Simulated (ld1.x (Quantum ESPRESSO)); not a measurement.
**P (Z = 15): one change to a TM potential, before and after**

phosphorus (P), norm-conserving Troullier–Martins (Kleinman–Bylander form), made with ld1.x (Quantum ESPRESSO) 7.5 (PBEsol, scalar-relativistic). Core [Ne], reference 3s1.75 3p3.25. Waves: 3p (bound): rc 1.35 bohr; 3s (bound): rc 1.25 bohr. Local part: the s channel. Core correction: Bessel-smoothed model core inside 0.70 bohr.

Change: wave 3p (bound): rc 1.35 bohr becomes 3p (bound): rc 2.06 bohr.

Cutoffs: the cutoffs (Ry, on a coarse ladder) from which the occupation-weighted sum of valence levels, in a spherical-Bessel basis at the reference potential, stays within 10 and 1 mRy of its value at 400 Ry; they do not see the model core or the augmentation charge, which bear on the density cutoff. Errors are all-electron minus pseudo energies relative to the spin-unpolarised reference configuration.

Problem. How do hardness, ghosts and transferability respond?

Solution. The potential gets softer (55 Ry and 110 Ry → 45 Ry and 100 Ry); of the 7 tests that both files solve, the error grows in 2 and shrinks in 1 by more than 15 % and 0.3 meV (median size 0.6 → 1.0 meV); neither file shows a bound ghost. A larger radius leaves more room for a smooth pseudo-wave, so fewer plane waves are needed.

| quantity | base | changed |
| --- | --- | --- |
| cutoff, loose | 55 Ry | 45 Ry |
| cutoff, tight | 110 Ry | 100 Ry |
| loose cutoff by channel (10 mRy a level) | p 35 Ry, s 40 Ry | p 8 Ry, s 40 Ry |
| bound ghosts | none | none |
| error for 3s2 3p3, meV [ΔE -2.11 eV] | +0.1 | 0.0 |
| error for 3s2 3p2, meV [ΔE 7.58 eV] | +3.0 | +2.5 |
| error for 3s2 3p1, meV [ΔE 26.70 eV] | +22 | +22 |
| error for 3s2 3p2.5, meV [ΔE 1.65 eV] | +0.3 | 0.0 |
| error for 3s1 3p4, meV [ΔE 6.40 eV] | +0.1 | -1.0 |
| error for 3s2 3p3.3, meV [ΔE -3.41 eV] | +0.6 | +0.5 |
| error for 3s2 3p0, meV [ΔE 56.40 eV] | +63 | +74 |
